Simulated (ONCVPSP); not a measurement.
Cr (Z = 24), ONCV: configuration errors across variants

chromium, optimised norm-conserving Vanderbilt (ONCV), made with ONCVPSP 4.0.1 (PBE, fully relativistic). Core [Ne], reference 3s2 3p6 3d5 4s1. Waves: 3s+4s: rc 1.55 bohr, ncon 4, nbas 8, qcut 7.9 1/bohr, 2 projectors; 3p: rc 0.85 bohr, ncon 4, nbas 8, qcut 10.8 1/bohr, 2 projectors, debl 0.7 Ha; 3d: rc 1.05 bohr, ncon 4, nbas 7, qcut 7.9 1/bohr, 2 projectors, debl 1.5 Ha. Local part: polynomial inside 0.60 bohr (lpopt 3, dvloc0 6 Ha). Core correction: Teter function, fcfact 5, rcfact 1.75.

Open shells are filled in proportion to 2j + 1.

In the p channel the program set the typed energies aside and used -1.657, 0.250 Ha (j = l + 1/2; the other j can differ).

All-electron excitation energies from the reference (eV): (1) 3s2 3p6 3d5 4s0 6.902; (2) 3s2 3p6 3d4 4s0 22.954; (3) 3s2 3p5 3d5 4s1 51.520.

Errors AE − PS in meV (a dash: test not solved or not reliable):

| change | (1) | (2) | (3) | bound ghosts | GHOST(+) flags above zero |
| --- | --- | --- | --- | --- | --- |
| base | +1.3 | +1.4 | +15 | none | s, d5/2, d3/2 |
| core correction Teter function, fcfact 4.6, rcfact 1.75 | +1.3 | +1.5 | +16 | none | s, d5/2, d3/2 |
| s: qcut 10.2 | +1.3 | +1.5 | +15 | none | d5/2, d3/2 |
| d: nproj 1 | +1.2 | -0.1 | +10 | none | s |
| core correction Teter function, fcfact 5, rcfact 1.06 | +1.3 | +1.5 | +16 | none | s, d5/2, d3/2 |
| p: rc 0.84 | +1.3 | +1.4 | +16 | none | s, d5/2, d3/2 |

Q: Give the same row for: all radii but the core radius scaled by about 1.19 (s 1.84, p 1.02, d 1.26 bohr); local potential polynomial inside 0.72 bohr (lpopt 3, dvloc0 6 Ha).

A: +1.6, +1.7, -12; bound ghosts: none; GHOST(+) flags above zero: none.
